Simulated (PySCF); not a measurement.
A side-by-side comparison of computed properties.

First species: C₅H₉OPSi₂.
SMILES: `C#CC#C[SiH2][Si@H](P)OC`

Second species: C₆H₆F₃P.
InChI=1S/C6H6F3P/c1-3-4(2)10(3)6(9)5(7)8/h1-2H3

Levels: PBE0/pcSseg-1 for dipole moment, HOMO energy, LUMO energy and HOMO–LUMO gap; GFN2-xTB for rotational constant A and rotational constant C. Geometries: GFN2-xTB. Each species is one conformer at its optimised geometry, gas phase, non-relativistic unless stated; the electronic structure was computed with PySCF and density fitting.

The conformers computed, where there is a choice (atom-mapped SMILES and torsion angles):
- `[CH:1]#[C:2][C:3]#[C:4][SiH2:5][Si@H:6]([PH2:7])[O:8][CH3:9]`: C4–Si5–Si6–P7 170°, Si5–Si6–O8–C9 -58°, H–P7–Si6–Si5 57°, H–P7–Si6–Si5 -36°
- `[CH3:1][C:2]1=[C:3]([CH3:4])[P:5]1[C:6]([F:7])=[C:8]([F:9])[F:10]`: C3–P5–C6–F7 -19°

(1) Which has the higher LUMO energy?

(2) Which of the two has the higher rotational constant A, and by how much?

(3) Which has the higher HOMO energy?

(4) Which of the two has the higher HOMO–LUMO gap, and by how much?

(5) Which of the two has the higher rotational constant C, and by how much?

(6) Which has the higher dipole moment?

Answers

(1) The second: -0.26 eV against -1.43 eV, a difference of 1.17 eV.

(2) The first: 2.108 GHz against 1.924 GHz, a difference of 0.184 GHz.

(3) The second: -6.87 eV against -7.17 eV, a difference of 0.30 eV.

(4) The second: 6.61 eV against 5.74 eV, a difference of 0.87 eV.

(5) The second: 0.633 GHz against 0.348 GHz, a difference of 0.285 GHz.

(6) The second: 2.92 D against 1.46 D, a difference of 1.46 D.

On the first: The dipole matches unit charges of opposite sign 0.30 Å apart (1 e·Å = 4.8032 D).

On the second: In atomic units the dipole is 1.15 e·bohr (1 au = 2.5417 D).
